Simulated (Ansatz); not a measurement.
`F[SiH]1SC1=S`. The species carries charge 0 and has multiplicity 1.

```xyz
6

F     1.4476    1.3760    0.6016
Si    0.7561    0.1413   -0.1084
S    -0.1870   -1.3134    1.0641
C    -1.0338   -0.1228    0.0077
S    -2.5718    0.1673   -0.3083
H     1.5888   -0.2484   -1.2567
```

Question: What are the harmonic wavenumbers in cm⁻¹ at PBE0-D4/def2-TZVP (Ansatz, finite differences of forces, unscaled)? (Best estimate.)

Answer: Computed: 137, 230, 267, 404, 416, 560, 605, 678, 824, 935, 1282, 2298.

Question: Is this a minimum?

Answer: Yes, all 12 modes are real.

Question: Give the ideal-gas thermochemistry at 298.15 K and 1 bar (rigid rotor, harmonic oscillator; point group C1, symmetry number 1).

Answer: Zero-point energy 51.6 kJ/mol; H(298) − E = 69.0 kJ/mol; entropy 326.9 J/(mol·K), of which translation 169.0, rotation 116.7, vibration 41.2; G(298) − E = -28.5 kJ/mol.

Question: And at 400, 500, 600, 800 and 1000 K?

Answer: 
```csv
T (K),H − E (kJ/mol),S (J/mol/K),G − E (kJ/mol)
400,78.4,353.9,-63.2
500,88.5,376.5,-99.7
600,99.3,396.2,-138.4
800,122.2,429.0,-221.0
1000,146.2,455.8,-309.6
```

Question: Rotational constants (cm⁻¹)?

Answer: 0.1401, 0.05771, 0.04429.
